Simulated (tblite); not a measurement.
H4Sn (SMILES [SnH4]), singlet, geometry from GFN2-xTB (such geometries of metal compounds can be far from the true shape); GFN1-xTB (tblite).

tblite was given this input:
```
$ tblite run mol.xyz --method gfn1 --charge 0 --spin 0 --etemp 2000 --json tblite.json --no-restart

# file mol.xyz
5

Sn     0.00000000    -0.00000000    -0.00000000
H     -1.09244291     1.12690418    -0.47060308
H      0.23178506    -1.07625557    -1.21357383
H     -0.56018288    -0.78368680     1.32545915
H      1.42084073     0.73303819     0.35871776
```

### Question
Write the output that tblite gives for this input, abridged.

### Answer

```
xTB calculator
 | screened Coulomb repulsion
 | Coulomb electrostatics
 |  * isotropic Klopman-Ohno-Mataga-Nishimoto electrostatics
 |  * onsite third-order electrostatics
 | DFT-D3(BJ) dispersion correction

halogen bonding energy    0.0000000000000E+00 Eh
repulsion energy          2.3094289322372E-02 Eh
dispersion energy        -7.3833151626185E-04 Eh
number of electrons       8.0000000000000E+00 e
integral cutoff           2.8182813135037E+01 bohr

------------------------------------------------------------
  cycle        total energy    energy error   density error
------------------------------------------------------------
      1     -4.631648749683  -4.6540047E+00   6.8142001E-02
      2     -4.631687660882  -3.8911200E-05   3.8673485E-02
      3     -4.631690440188  -2.7793052E-06   2.8118565E-03
      4     -4.631692081026  -1.6408385E-06   1.6714380E-04
      5     -4.631692093623  -1.2596406E-08   7.0503199E-05
      6     -4.631692093647  -2.4931168E-11   1.9417427E-06
------------------------------------------------------------

electronic energy        -4.6540480514536E+00 Eh
total energy             -4.6316920936475E+00 Eh

Post processing:
 | Mayer-Wiberg bond orders

[Info] JSON dump of results written to 'tblite.json'
```
